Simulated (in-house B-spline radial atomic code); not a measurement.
Computed with a B-spline radial atomic code. Model: two electrons, singlet ground state, non-relativistic, full CI in B-splines with partial waves to l = 8 (at full coupling up to 3e-4 hartree above the limit, correlation up to 0.6 % small), density held at that of full coupling by Lieb maximisation.

W(λ) is the mean repulsion in the state of coupling λ less the Hartree energy of the fixed density. Its start is exact exchange, its initial slope is twice the second-order Görling-Levy correlation energy, and its area from 0 to 1 is E_xc. A straight curve means weak, dynamic correlation, and a curve that drops fast and flattens means strong correlation.

Command:
```bash
python run_ac.py task.json out
```
Settings (lengths in bohr, energies in hartree):
```
potential              gauss
strength               10.2
lmax                   8
second                 13
```

Time taken, with all properties: 56 s on 1 thread of Intel(R) Xeon(R) Processor @ 2.30GHz, on a shared host.

**W = mean repulsion less Hartree energy, and W of three functionals.**

Given: confinement Gaussian well; well depth 10.2 hartree; well width 13 bohr; external potential -V exp(-r^2/w^2).

Computed: PBE exchange minus exact 17.778 millihartree; SCAN exchange minus exact 0.78705 millihartree.

```json
{"coupling": "0", "W xc (hartree)": "-0.41723", "W xc minus exchange (millihartree)": "0", "kinetic minus Kohn-Sham (millihartree)": "0", "LDA (PW92) W minus its exchange (millihartree)": "0", "PBE W minus its exchange (millihartree)": "0", "SCAN W minus its exchange (millihartree)": "0"}
{"coupling": "0.02", "W xc (hartree)": "-0.41923", "W xc minus exchange (millihartree)": "-2.005", "kinetic minus Kohn-Sham (millihartree)": "0.02", "LDA (PW92) W minus its exchange (millihartree)": "-9.91", "PBE W minus its exchange (millihartree)": "-3.31", "SCAN W minus its exchange (millihartree)": "-1.88"}
{"coupling": "0.05", "W xc (hartree)": "-0.42215", "W xc minus exchange (millihartree)": "-4.929", "kinetic minus Kohn-Sham (millihartree)": "0.12", "LDA (PW92) W minus its exchange (millihartree)": "-19.56", "PBE W minus its exchange (millihartree)": "-7.82", "SCAN W minus its exchange (millihartree)": "-4.57"}
{"coupling": "0.12", "W xc (hartree)": "?", "W xc minus exchange (millihartree)": "?", "kinetic minus Kohn-Sham (millihartree)": "?", "LDA (PW92) W minus its exchange (millihartree)": "?", "PBE W minus its exchange (millihartree)": "?", "SCAN W minus its exchange (millihartree)": "?"}
{"coupling": "0.25", "W xc (hartree)": "-0.43933", "W xc minus exchange (millihartree)": "-22.101", "kinetic minus Kohn-Sham (millihartree)": "2.63", "LDA (PW92) W minus its exchange (millihartree)": "-56.93", "PBE W minus its exchange (millihartree)": "-31.02", "SCAN W minus its exchange (millihartree)": "-20.19"}
{"coupling": "0.4", "W xc (hartree)": "?", "W xc minus exchange (millihartree)": "?", "kinetic minus Kohn-Sham (millihartree)": "?", "LDA (PW92) W minus its exchange (millihartree)": "?", "PBE W minus its exchange (millihartree)": "?", "SCAN W minus its exchange (millihartree)": "?"}
{"coupling": "0.6", "W xc (hartree)": "-0.46186", "W xc minus exchange (millihartree)": "-44.638", "kinetic minus Kohn-Sham (millihartree)": "11.98", "LDA (PW92) W minus its exchange (millihartree)": "-92.9", "PBE W minus its exchange (millihartree)": "-58.32", "SCAN W minus its exchange (millihartree)": "-41.13"}
{"coupling": "0.8", "W xc (hartree)": "-0.47168", "W xc minus exchange (millihartree)": "-54.452", "kinetic minus Kohn-Sham (millihartree)": "18.82", "LDA (PW92) W minus its exchange (millihartree)": "-107.12", "PBE W minus its exchange (millihartree)": "-69.96", "SCAN W minus its exchange (millihartree)": "-50.64"}
{"coupling": "1", "W xc (hartree)": "-0.47989", "W xc minus exchange (millihartree)": "-62.667", "kinetic minus Kohn-Sham (millihartree)": "26.19", "LDA (PW92) W minus its exchange (millihartree)": "-118.78", "PBE W minus its exchange (millihartree)": "-79.77", "SCAN W minus its exchange (millihartree)": "-58.84"}
{"coupling": "1.4", "W xc (hartree)": "-0.49283", "W xc minus exchange (millihartree)": "-75.606", "kinetic minus Kohn-Sham (millihartree)": "41.58", "LDA (PW92) W minus its exchange (millihartree)": "-137.06", "PBE W minus its exchange (millihartree)": "-95.58", "SCAN W minus its exchange (millihartree)": "-72.3"}
{"coupling": "2", "W xc (hartree)": "-0.50656", "W xc minus exchange (millihartree)": "-89.339", "kinetic minus Kohn-Sham (millihartree)": "64.67", "LDA (PW92) W minus its exchange (millihartree)": "-156.85", "PBE W minus its exchange (millihartree)": "-113.14", "SCAN W minus its exchange (millihartree)": "-87.34"}
{"coupling": "3", "W xc (hartree)": "-0.52127", "W xc minus exchange (millihartree)": "-104.05", "kinetic minus Kohn-Sham (millihartree)": "100.83", "LDA (PW92) W minus its exchange (millihartree)": "-179.02", "PBE W minus its exchange (millihartree)": "-133.26", "SCAN W minus its exchange (millihartree)": "-104.2"}
{"coupling": "4.5", "W xc (hartree)": "-0.5344", "W xc minus exchange (millihartree)": "-117.17", "kinetic minus Kohn-Sham (millihartree)": "149.18", "LDA (PW92) W minus its exchange (millihartree)": "-200.14", "PBE W minus its exchange (millihartree)": "-152.75", "SCAN W minus its exchange (millihartree)": "-119.44"}
{"coupling": "7", "W xc (hartree)": "-0.5467", "W xc minus exchange (millihartree)": "-129.48", "kinetic minus Kohn-Sham (millihartree)": "218.36", "LDA (PW92) W minus its exchange (millihartree)": "-221.35", "PBE W minus its exchange (millihartree)": "-172.57", "SCAN W minus its exchange (millihartree)": "-133.02"}
{"coupling": "10", "W xc (hartree)": "-0.55518", "W xc minus exchange (millihartree)": "-137.96", "kinetic minus Kohn-Sham (millihartree)": "289.38", "LDA (PW92) W minus its exchange (millihartree)": "-236.88", "PBE W minus its exchange (millihartree)": "-187.21", "SCAN W minus its exchange (millihartree)": "-141.41"}
```

What belongs in the row 0.12?

W xc (hartree): -0.4286; W xc minus exchange (millihartree): -11.377; kinetic minus Kohn-Sham (millihartree): 0.67; LDA (PW92) W minus its exchange (millihartree): -35.79; PBE W minus its exchange (millihartree): -17.01; SCAN W minus its exchange (millihartree): -10.45.

What belongs in the row 0.4?

W xc (hartree): -0.44998; W xc minus exchange (millihartree): -32.751; kinetic minus Kohn-Sham (millihartree): 6.07; LDA (PW92) W minus its exchange (millihartree): -74.78; PBE W minus its exchange (millihartree): -44.12; SCAN W minus its exchange (millihartree): -29.97.

What is the LDA exchange minus exact?

59.983 millihartree.

**Energy parts, natural occupations and partial-wave weights.**

Computed: total energy -18.9653 hartree; correlation energy -0.036478 hartree; kinetic part of the DFT correlation energy 0.026189 hartree; initial slope twice GL2 -0.10139 hartree; Hartree energy 0.83445 hartree; Kohn-Sham kinetic 0.41721 hartree; Lieb Oxford ratio E_xc over LDA exchange 1.27.

| natural | occupation of the shell (electrons) |
| --- | --- |
| s | 1.9293 |
| p | ? |
| s | 0.0035004 |
| d | 0.0012766 |
| p | 0.00029641 |
| f | 0.00014225 |

What belongs in the row p?

occupation of the shell (electrons): 0.065365.

```tsv
wave	weight
s	0.96639
p	0.032839
d	0.00066495
f	?
g	1.6819e-05
```

What belongs in the row f?

weight: 7.8156e-05.

What is the kinetic part over minus potential part?

0.4179.

What is the exchange energy?

-0.41723 hartree.

Half-way to full coupling W has made 62 % of its drop, against 50 % for a straight line, and second-order (GL2) theory, half the initial slope, overshoots the correlation energy by about 39 %: a marked bend. Over couplings 0 to 1 the errors in E_xc come to about +19 millihartree for LDA, +6.3 millihartree for PBE, +3.5 millihartree for SCAN, so SCAN is nearest. In LDA and PBE the errors of exchange and correlation have opposite signs, so the sum is smaller than the larger of the two.
